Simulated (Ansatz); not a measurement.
Ansatz (a program for electronic structure) input (wB97X-V/def2-TZVPD):

Ansatz 0.2 input:
```yaml
crystal:
  periodic: [false, false, false]
  atoms:
    - {symbol: C, position_ang: [-0.91281543, -0.96884439, 1.64403376]}
    - {symbol: Ge, position_ang: [-0.36003082, 0.35478098, 0.31209105]}
    - {symbol: C, position_ang: [1.01853365, 1.57041252, 0.98546039]}
    - {symbol: C, position_ang: [-1.87047496, 1.29514885, -0.49170590]}
    - {symbol: N, position_ang: [0.40981598, -0.59665104, -1.09866660]}
    - {symbol: C, position_ang: [1.29677089, -1.34655941, -1.38897663]}
    - {symbol: O, position_ang: [2.14403708, -2.08108781, -1.73637840]}
    - {symbol: H, position_ang: [-0.04641918, -1.51766086, 2.01238220]}
    - {symbol: H, position_ang: [-1.39796630, -0.47451077, 2.48671364]}
    - {symbol: H, position_ang: [-1.61388456, -1.67533171, 1.20082977]}
    - {symbol: H, position_ang: [1.35709264, 2.23078473, 0.18775219]}
    - {symbol: H, position_ang: [1.87140961, 1.00382014, 1.35841914]}
    - {symbol: H, position_ang: [0.61955090, 2.17803637, 1.79875769]}
    - {symbol: H, position_ang: [-2.39272885, 1.88743269, 0.26038380]}
    - {symbol: H, position_ang: [-1.51957186, 1.95963573, -1.28068765]}
    - {symbol: H, position_ang: [-2.56958941, 0.57911662, -0.92264073]}
basis:
  gaussian:
    orbitals: def2-TZVPD
hamiltonian:
  xc: {name: wB97X-V}
output: {forces: true}
```

End of the output:

```
integrals: 0.68 GiB planned
1932 factors; their error is unknown
integrals: 0.72 GiB planned
662 factors; integrals over basis functions are off by at most 3.1e-5 eV
0.61 GiB of the device are held for the grids
3.33 GiB of device memory are held for the factors and their scratch space
mean field: 3.86 GiB planned
mean field evaluation 1: about -64337.9725 eV, gradient 7.1e1 eV
mean field evaluation 2: about -64341.0761 eV, gradient 6.3e1 eV
mean field evaluation 4: about -64347.2502 eV, gradient 2.4e0 eV
mean field evaluation 8: about -64347.2788 eV, gradient 2.7e-1 eV
mean field evaluation 16: about -64347.4142 eV, gradient 9.5e-4 eV
mean field -64347.41418675 eV, -2364.7238551193 hartree, gradient 1.9e-5 eV, S^2 0.000000; 0 other end points of the search recorded, 0 dependent functions left out
the calculation of the forces begins
reference -64347.41418339 eV, -2364.7238549957 hartree; 40, 40 occupied and 320, 320 virtual orbitals, 1932 factors
Total energy: -64347.41418339 eV, -2364.7238549957 hartree
Atom 0 at    -0.912815    -0.968844     1.644034 Å, force     0.090077     0.222040    -0.218931 eV/Å
Atom 1 at    -0.360031     0.354781     0.312091 Å, force    -0.004389     0.005678     0.009021 eV/Å
Atom 2 at     1.018534     1.570413     0.985460 Å, force    -0.230965    -0.200052    -0.109459 eV/Å
Atom 3 at    -1.870475     1.295149    -0.491706 Å, force     0.237621    -0.145497     0.135861 eV/Å
Atom 4 at     0.409816    -0.596651    -1.098667 Å, force    -0.072955     0.087789     0.124536 eV/Å
Atom 5 at     1.296771    -1.346559    -1.388977 Å, force     0.071416    -0.064612    -0.039687 eV/Å
Atom 6 at     2.144037    -2.081088    -1.736378 Å, force    -0.056252     0.050523     0.029836 eV/Å
Atom 7 at    -0.046419    -1.517661     2.012382 Å, force     0.073165    -0.050273     0.036799 eV/Å
Atom 8 at    -1.397966    -0.474511     2.486714 Å, force    -0.041222     0.034898     0.074322 eV/Å
Atom 9 at    -1.613885    -1.675332     1.200830 Å, force    -0.062174    -0.063088    -0.034479 eV/Å
Atom 10 at     1.357093     2.230785     0.187752 Å, force     0.031583     0.060179    -0.066449 eV/Å
Atom 11 at     1.871410     1.003820     1.358419 Å, force     0.077018    -0.045208     0.035485 eV/Å
Atom 12 at     0.619551     2.178036     1.798758 Å, force    -0.026682     0.054015     0.069364 eV/Å
Atom 13 at    -2.392729     1.887433     0.260384 Å, force    -0.051937     0.054749     0.058783 eV/Å
Atom 14 at    -1.519572     1.959636    -1.280688 Å, force     0.027402     0.058006    -0.067693 eV/Å
Atom 15 at    -2.569589     0.579117    -0.922641 Å, force    -0.061705    -0.059148    -0.037309 eV/Å
Dipole moment:    -0.436077     0.466345     0.519232 e Å
```
